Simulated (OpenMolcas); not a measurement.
# Ge III: CASPT2 settings compared

```
Program             : OpenMolcas
Basis               : ANO-R1 [5s4p3d1f]
Scalar Hamiltonian  : X2C, finite nucleus
Active space        : 2 electrons in 8 orbitals (4s 4p 5s 5p)
State averaging     : 2S+1 = 3 even, 3 roots (0 in the spin-orbit step); 2S+1 = 1 even, 1 root; 2S+1 = 3 odd, 3 roots; 2S+1 = 1 odd, 3 roots
Spin-orbit coupling : state interaction with AMFI integrals over the reference wave functions, term energies averaged over their components
```

Methods on the same reference wave functions:
A. CASSCF
B. SS-CASPT2, IPEA 0.15 Eh, imaginary shift 0.1 Eh (closed shells correlated: 3d)
C. SS-CASPT2, IPEA 0 Eh, sigma2 regulariser 0.5 Eh (closed shells correlated: 3s 3p 3d)
D. XMS-CASPT2, IPEA 0.5 Eh, sigma1 regulariser 0.2 Eh (closed shells correlated: 3d)

Energies in cm-1 above 4s2 1S0, the measured ground level; measured values from Sugar and Musgrove, J. Phys. Chem. Ref. Data 22, 1213 (1993).

```tsv
Level	A	B	C	D	Measured
4s2 1S0	0.0	0.0	0.0	0.0	0.0
4s 4p 3P* 0	59191	59340	59640	59220	61734
4s 4p 3P* 1	59945	60090	60390	59970	62500
4s 4p 3P* 2	61520	61670	61970	61550	64144
4s 4p 1P* 1	99761	92410	92340	92070	91873
```

Deviations, from unrounded energies. A percentage is the sum of absolute deviations over the sum of measured energies, with the sign that they share, or ± where signs differ.

| Against measurement | Levels | A | B | C | D |
| --- | --- | --- | --- | --- | --- |
| mean absolute deviation (cm-1) | 4 | 3900 | 2000 | 1700 | 2000 |
| other configurations (%) | 4 | ±5.6 | ±2.8 | ±2.4 | ±2.8 |

C lies closest to measurement on these levels and A furthest from it. The largest miss of C in the table is 4s 4p 3P* 2, by -2200 cm-1. The ranking rests on the paired levels alone, and a cruder setting can come out closer through cancelling errors.

Among B to D the level of the table that moves most is 4s 4p 3P* 0, by 420 cm-1 (lowest in D, highest in C). Moves below CASPT2's spread within the term are not significant.

The lowest spin-free term lies below A's lowest term by 0.365 hartree in B, 0.448 hartree in C, 0.364 hartree in D.

Term energies are means over components that CASPT2 splits; among the terms shown or strongly mixed into the levels shown the widest spread is 39 cm-1 (4s 4p 1P*, D). Some high roots are left out of the spin-orbit mixing, which shifts the levels that they would mix with. Active for correlation alone: 5p 5s; no level in the range computed is led by a configuration that fills them, so any true level of that kind is missing. Measured partners are found by configuration, term and J. A level has none where our copy of the source lacks it or the pairing is in doubt (some pairs that miss far off the trend of their configuration count as doubtful), and it then counts in no deviation. Only configurations of the active space appear.

* marks odd parity.
